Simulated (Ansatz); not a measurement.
Computed with Ansatz on PBE0-D4/def2-TZVP structures; ΔE is electronic, products minus reactants. CCSD(T)/CBS is the MP2 limit (def2-TZVPP, def2-QZVPP) plus CCSD(T) − MP2 in def2-TZVPP, frozen cores. This one scheme is used for every species. Functionals use def2-TZVPP. HSE06 is defined as in plane-wave codes. Elements past krypton have def2 core potentials. For Sn outer-core shells are correlated without core-valence functions, which leaves a few kJ/mol of doubt a bond. Each species was taken in one conformer, which may not be the lowest.

Consider the cleavage of the Si–Sn bond: `O[SiH2][SnH2][OH]` + `OC=S` → `O[SiH2]OC=S` + `[OH][SnH3]`.

Problem. Is it downhill or uphill in electronic energy at CCSD(T)/CBS, and by how much? (Estimate.)

Solution. The calculation gave: Downhill: ΔE = -87.3 kJ/mol.

Problem. What do these levels give: r2SCAN0-D4, BLYP, r2SCAN, PBE0, r2SCAN0, HSE06? (Best estimate.)

Solution. Ansatz gave: r2SCAN0-D4 -87.3, BLYP -79.1, r2SCAN -83.0, PBE0 -74.4, r2SCAN0 -87.2, HSE06 -74.1 kJ/mol.

Problem. What do rigid-rotor, harmonic-oscillator terms from PBE0-D4/def2-TZVP frequencies (298.15 K, 1 bar) make of the CCSD(T)/CBS value? (An estimate is asked.)

Solution. Computed: ΔZPE = -7.9 kJ/mol, ΔH = -96.4 kJ/mol, ΔS = -10 J/(mol·K), ΔG = -93.3 kJ/mol. Modes under 50 cm⁻¹ make the entropy rough.

Largest T1 diagnostic among the species: 0.018.

In def2-TZVPP, CCSD(T) changes the Hartree–Fock value by +18.4 kJ/mol (the triples alone add +2.2 kJ/mol) and MP2 by +16.3 kJ/mol. Leaving LDA and LC-ωPBE aside and taking each functional with its dispersion term where it has one, the values, not all of them listed here, spread over 31.4 kJ/mol, from BHLYP-D4 to PBE-D4. LDA lies −8.3 kJ/mol from PBE without D4.
